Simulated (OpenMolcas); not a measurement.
# Kr3+: Slater's ratio, worked from levels

* Program: OpenMolcas
* Basis: ANO-RCC-VTZP [6s5p3d1f]
* Scalar Hamiltonian: DKH2, point nucleus
* Active space: 3 electrons in 3 orbitals (4p)
* State averaging: 2S+1 = 4 odd, 1 root; 2S+1 = 2 odd, 8 roots
* Spin-orbit coupling: state interaction with AMFI integrals over the reference wave functions, term energies averaged over their components

Methods: CASSCF; SS-CASPT2, IPEA 0.25 Eh, imaginary shift 0.1 Eh (closed shells correlated: 3d 4s). Measured levels: Saloman, J. Phys. Chem. Ref. Data 36, 215 (2007).

**Slater's ratio.** With one set of orbitals, p3 has ²D° - ⁴S° = 9 F2 and ²P° - ²D° = 6 F2 (F2 = F²/25), a ratio of 2/3. Term energies are centres of gravity, weighted by 2J + 1.

```json
{"Source": "CASSCF", "²D° - ⁴S°": "22739", "²P° - ⁴S°": "39431", "F2 from the first": "2527", "Ratio": "0.734"}
{"Source": "SS-CASPT2", "²D° - ⁴S°": "19368", "²P° - ⁴S°": "34562", "F2 from the first": "2152", "Ratio": "0.784"}
{"Source": "measured", "²D° - ⁴S°": "18035", "²P° - ⁴S°": "32623", "F2 from the first": "2004", "Ratio": "0.809"}
```

Energies in cm-1. A ratio away from 2/3 shows effects beyond one configuration with one set of orbitals, and in heavier atoms second-order spin-orbit shifts.

CASPT2 breaks the degeneracy within a term, and the mean is taken; among the terms shown or strongly mixed into the levels shown the widest spread is 180 cm-1 (4s² 4p³ ²D°, SS-CASPT2). With the s shell closed, the reference lacks s² → p² mixing. Computed and measured levels are paired by configuration, term and J; levels that our copy of the source lacks, or whose pairing is in doubt (as where it misses far off the trend of its configuration), stay unpaired and out of the deviations. Levels of configurations outside the active space are missing.

° marks odd parity.
